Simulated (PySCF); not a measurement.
A PySCF script (with the pyscf-properties extension) for the NMR shieldings of SMILES ClC[SiH2]C1=C[C@@H]1Cl, C₄H₆Cl₂Si, on a GFN2-xTB geometry:

```python
import basis_set_exchange as bse
import numpy as np
from pyscf import gto, dft
from pyscf.prop import nmr

atoms = """
Cl   -2.024353    1.168163    1.563571
C    -2.206147   -0.097316    0.316012
Si   -0.790946    0.077200   -0.960336
C     0.795884   -0.077316   -0.000457
C     1.523677    0.082389    1.082345
C     2.262075   -0.356501   -0.110976
Cl    3.294226    0.818742   -0.972831
H    -2.197221   -1.051363    0.838409
H    -3.188555    0.041802   -0.128213
H    -0.891917   -1.027391   -1.918361
H    -0.863216    1.394296   -1.589469
H     1.614001    0.377971    2.098486
H     2.668103   -1.350191   -0.235910
"""
names = dict.fromkeys(["Cl", "C", "Si", "H"], "pcSseg-1")
basis = {el: gto.basis.parse(bse.get_basis(n, elements=[el], fmt="nwchem")) for el, n in names.items()}
mol = gto.M(atom=atoms, basis=basis, charge=0, verbose=0)
mf = dft.RKS(mol, xc="PBE0")
mf.grids.level = 2
mf.grids.alignment = dft.numint.BLKSIZE   # the property module wants whole blocks of grid points
mf.conv_tol = 1e-9
mf.kernel()

calc = nmr.RKS(mf)   # GIAO
C = mf.mo_coeff
Co = C[:, mf.mo_occ > 0]
resp = mf.gen_response(singlet=True, hermi=2)
def vind(x):   # induced exchange potential for any number of trial vectors
    d = np.einsum("pi,xij,qj->xpq", C, 2 * x.reshape(-1, C.shape[1], Co.shape[1]), Co, optimize=True)
    return np.einsum("xpq,pi,qj->xij", resp(d - d.transpose(0, 2, 1)), C, Co, optimize=True).ravel()
mo1, _ = nmr.rhf.solve_mo1(calc, with_cphf=vind)
sigma = calc.kernel(mo1)
for i, s in enumerate(sigma):   # ppm
    print("%2d %-2s %9.2f" % (i, mol.atom_pure_symbol(i), np.trace(s) / 3))
```

Problem. What does it print?

Solution. 
```
 0 Cl    921.33
 1 C     155.65
 2 Si    404.11
 3 C      54.31
 4 C      38.19
 5 C     144.77
 6 Cl    738.37
 7 H      28.52
 8 H      28.54
 9 H      26.90
10 H      26.93
11 H      23.05
12 H      27.67
```

These numbers come from an equivalent density-fitted implementation of the same equations, which agrees with the script to about 0.01 ppm for H and up to a few tenths of a ppm for heavy atoms, so last digits may differ.

Problem. Turn these shieldings into chemical shifts. Chemical shifts δ = σref − σ; ³⁵Cl (949.78 ppm) against HCl; TMS for ¹³C (186.93 ppm) and ²⁹Si (349.16 ppm) and ¹H (31.72 ppm), all at this level.

Solution. Averaging equivalent atoms: Cl 6: 211; Cl 0: 28; C 4: 148.7; C 3: 132.6; C 5: 42.2; C 1: 31.3; Si 2: -54.9; H 11: 8.67; H 9: 4.82; H 10: 4.79; H 12: 4.05; H 7: 3.20; H 8: 3.18 ppm. 

Size and cost of the density-fitted run: 170 basis functions, 43 s wall time on 1 thread of an Arm Neoverse N1, shared host; peak memory 0.75 GiB.
